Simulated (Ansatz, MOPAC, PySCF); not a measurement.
Dimer: HCl (SMILES Cl) (first 2 atoms) with ClH3Si (SMILES [SiH3]Cl); geometry from B3LYP-D3(BJ)/def2-TZVP, rigid monomers moved along the line of their centres of mass till H2···Cl4 is 2.84 Å.
(charge 0, multiplicity 1):
```tsv
atom	x (Å)	y (Å)	z (Å)
Cl	-0.3135	-0.4178	0.9692
H	0.5898	-0.1007	1.8322
Si	-0.4513	0.4464	5.1448
Cl	1.4995	0.5829	4.4297
H	-0.9236	-0.9293	4.9120
H	-1.2714	1.4265	4.4120
H	-0.4106	0.7582	6.5855
```

Monomers are frozen at their geometry in the pair; levels with a basis set take the counterpoise correction.

Cores are frozen in the correlated methods. CBS(a, b) extrapolates the correlation energy as X⁻³ and adds the Hartree–Fock energy of set b. Rows in 6-31G* carry no dispersion term and start afresh at each structure (6-31G* with six Cartesian d functions). The state reached by PM6 isn't checked.

The values were computed with Ansatz (Gaussian basis) for Hartree–Fock, density functionals and correlated methods; MOPAC for PM6 (differences of heats of formation); PySCF for 6-31G* rows. Each number belongs to the level named beside it.

Task: What is the computed interaction energy (PM6)?

Result: -60 meV

Task: Give the interaction energy at the level B3LYP/6-31G*.

Result: -55 meV

Task: Predict the interaction energy from MP2/CBS(aug-cc-pV(D+d)Z, aug-cc-pV(T+d)Z) + ΔCCSD(T)/aug-cc-pV(D+d)Z.

Result: -97 meV

Ansatz is a first-principles code.
